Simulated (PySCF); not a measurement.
Atom-mapped SMILES (the numbers label the heavy atoms): `[CH:1]#[C:2][Si@H:3]([NH2:4])[OH:5]`. Each H is labelled by its parent atom.

Geometry: PBE0-D3(BJ)/def2-SVP; GIAO shifts from PySCF, gas phase, non-relativistic, averaged over equivalent atoms.

At PBE0/cc-pVDZ (99 basis functions, 7.5 s wall time on 1 thread of an Arm Neoverse V1, shared host):
```
 atoms  δ (ppm)
    C1     91.5
    C2     83.5
   Si3    -47.7
    N4     28.1
    O5     59.8
H(Si3)     4.54
 H(C1)     2.01
 H(O5)     0.81
 H(N4)     0.78
```

Scale: ¹³C (σref 196.75) and ²⁹Si (σref 418.61) and ¹H (σref 31.29) vs TMS; NH3 for ¹⁵N (σref 273.12); ¹⁷O (σref 343.34) vs H2O (reference shieldings calculated alike).

Q: Predict the values at HF/pcSseg-2 on the same geometry.

A: 
| atoms | δ at HF/pcSseg-2 | change |
| --- | --- | --- |
| C1 | 103.9 | +12.4 |
| C2 | 90.6 | +7.1 |
| Si3 | -51.9 | -4.2 |
| N4 | 21.2 | -6.9 |
| O5 | 48.3 | -11.5 |
| H(Si3) | 4.23 | -0.31 |
| H(C1) | 2.48 | +0.47 |
| H(O5) | 1.80 | +0.99 |
| H(N4) | 1.34 | +0.56 |

Scale: TMS for ¹³C (σ = 191.47 ppm) and ²⁹Si (σ = 382.96 ppm) and ¹H (σ = 31.68 ppm); NH3 for ¹⁵N (σ = 260.75 ppm); H2O for ¹⁷O (σ = 326.33 ppm) (reference shieldings calculated alike).

The largest change is at C1 (terminal alkyne carbon). Cost: 257 basis functions, 16 s wall time on 1 thread of an Arm Neoverse V1, shared host.

Experimental scales use liquid or dissolved standards, which lie at an offset from isolated NH3 (liquid NH3: subtract about 20 ppm) and H2O (liquid H2O: subtract about 36 ppm).
